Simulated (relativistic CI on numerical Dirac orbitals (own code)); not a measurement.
## One change at a time: Ag³⁰⁺

Base calculation: Dirac-Coulomb-Breit CI, orbitals from a KLI potential per configuration, model QED (radiative potential, 1s self-energy scaled to tabulated hydrogen-like ionisation energies), unscaled Slater integrals.

CI space (outside the closed core [Ne]): 3s²3p⁵, 3s3p⁶, 3s²3p⁴3d, 3s3p⁵3d, 3p⁶3d, 3s3p⁴3d², 3s²3p³3d4p, 3p⁶4s, 3s²3p⁴4s, 3s3p⁴3d4s, 3p⁶4p, 3s²3p⁴4p, 3s²3p⁴4d, 3s3p⁵4s, 3p⁵3d4p, 3s²3p⁴4f, 3s3p⁵4p, 3s3p⁵4d, 3s3p⁵4f, 3s²3p⁴5s, 3s²3p⁴5p, 3s²3p⁴5d, 3s²3p³4s4p, 3s²3p⁴5f, 3s²3p⁴5g, 3s3p⁴4s², 3s3p⁵5s, 3s3p⁵5p, 3s²3p³3d², 3s²3p²3d³, 3s3p³3d³, 3s²3p²3d²4s, 3s²3p²3d²4p, 3s²3p²3d²4d, 3p⁵3d², 3p⁴3d³, 3p⁴3d²4s, 3p⁴3d²4p, 3p⁴3d²4d, 3s²3p³3d4s, 3s3p³3d²4s, 3s²3p²3d4s², 3s²3p²3d4s4p, 3s²3p²3d4s4d, 3p⁵3d4s, 3p⁴3d4s², 3p⁴3d4s4p, 3p⁴3d4s4d, 3s²3p³4s², 3s3p³3d4s², 3s²3p²4s²4p, 3s²3p²4s²4d, 3s²3p³4p², 3s²3p²3d4p², 3s3p³3d4p², 3s²3p²4s4p², 3s²3p²4p³, 3s²3p²4p²4d. Double excitations out of closed p, d and f shells are left out; levels of such configurations are missing from the list, as are those of other unlisted configurations, and high levels can miss mixing partners. These lack a partner that the ground configuration has and come out too high: 3s²3p⁴4f, 3s3p⁵4p, 3s3p⁵4d, 3s3p⁵4f, 3s²3p⁴5s.

The lowest level and the first level of each name with at least 55 % of one term (blank where a level has no safe partner in the second run):

```json
{"Level": "3s²3p⁵ ²P°3/2", "Base (cm⁻¹)": "0", "Shift (cm⁻¹)": "0"}
{"Level": "3s²3p⁵ ²P°1/2", "Base (cm⁻¹)": "321880", "Shift (cm⁻¹)": "+3107"}
{"Level": "3s²3p⁴3d ⁴D5/2", "Base (cm⁻¹)": "1049985", "Shift (cm⁻¹)": "-18477"}
{"Level": "3s²3p⁴3d ⁴F9/2", "Base (cm⁻¹)": "1139940", "Shift (cm⁻¹)": "-21445"}
{"Level": "3s²3p⁴3d ⁴D1/2", "Base (cm⁻¹)": "1317296", "Shift (cm⁻¹)": "-15193"}
{"Level": "3s²3p⁴3d ²G9/2", "Base (cm⁻¹)": "1484843", "Shift (cm⁻¹)": "-17856"}
{"Level": "3s3p⁵3d ⁴P°1/2", "Base (cm⁻¹)": "2026209", "Shift (cm⁻¹)": ""}
{"Level": "3s3p⁵3d ⁴P°3/2", "Base (cm⁻¹)": "2048641", "Shift (cm⁻¹)": ""}
{"Level": "3s3p⁵3d ⁴F°9/2", "Base (cm⁻¹)": "2146016", "Shift (cm⁻¹)": ""}
```

At this charge energies of transitions that change n are usually good to better than 1 %, and those within a shell (Δn = 0) to a few per cent.

Question: One thing was changed in a second run, which moved the levels as shown. Which?
A. one mean potential for all configurations
B. Breit term removed
C. only the first 3 configurations
D. valence Slater integrals scaled by 0.9
E. QED terms removed

Answer: C. Only the first 3 configurations. With fewer configurations the levels that remain lose their mixing partners.

LS names give the leading component of a level, which can be under half, so a name can repeat, a term be missing and a line seem to break the LS rules.
